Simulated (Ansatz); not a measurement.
CH$_{5}$ClNOTa, SMILES `[CH3][Ta]([NH2])(=[O])[Cl]`, 10 atoms. The species carries charge 0 and has multiplicity 1. Correlated methods include outer-core shells of Ta, which these sets cover unevenly. Ta takes the def2 core potential. All runs use 4 threads of a server CPU on a shared host. Correlated methods freeze the cores.

Task: Give the basis size and wall time and peak host memory of each of these runs in Ansatz. RKS ωB97M-V/def2-QZVPP energy; RKS BHLYP-D4/def2-TZVPP energy; direct RPA on PBE orbitals/def2-TZVPP energy; RHF-MP2/def2-QZVPP energy; RHF-CCSD(T)/def2-SVP energy; RKS PBE-QIDH (frozen core)/def2-TZVPP energy; RHF-CCSD(T)/def2-TZVPP energy; RKS PBE0-D4/def2-QZVPP energy; RKS BLYP-D4/def2-TZVPP energy; RKS PBE0-D4/def2-TZVP frequencies; RKS B3LYP-D4/def2-TZVPP energy and forces; RKS PBE0-D4/def2-TZVP relaxation (8 steps). (Best estimate.)

Result: Computed: Other jobs shared the machine, so times are rough.

```
                                level                   job  functions  wall time  peak host memory (GiB)
               RKS BLYP-D4/def2-TZVPP                energy        261      3.2 s                    0.36
              RKS BHLYP-D4/def2-TZVPP                energy        261        6 s                    0.73
              RKS B3LYP-D4/def2-TZVPP     energy and forces        261      7.5 s                    0.77
RKS PBE-QIDH (frozen core)/def2-TZVPP                energy        261      8.5 s                    0.71
direct RPA on PBE orbitals/def2-TZVPP                energy        261       10 s                    0.71
               RKS PBE0-D4/def2-QZVPP                energy        472       12 s                     1.8
                 RHF-CCSD(T)/def2-SVP                energy        117       17 s                    0.74
                   RHF-MP2/def2-QZVPP                energy        472       27 s                     2.7
               RKS ωB97M-V/def2-QZVPP                energy        472       28 s                     2.1
                RKS PBE0-D4/def2-TZVP  relaxation (8 steps)        200       92 s                    0.56
                RKS PBE0-D4/def2-TZVP           frequencies        200    3.3 min                    0.57
               RHF-CCSD(T)/def2-TZVPP                energy        261    7.8 min                       7
```

B3LYP here is the variant with VWN-RPA as its local correlation; programs differ in this.
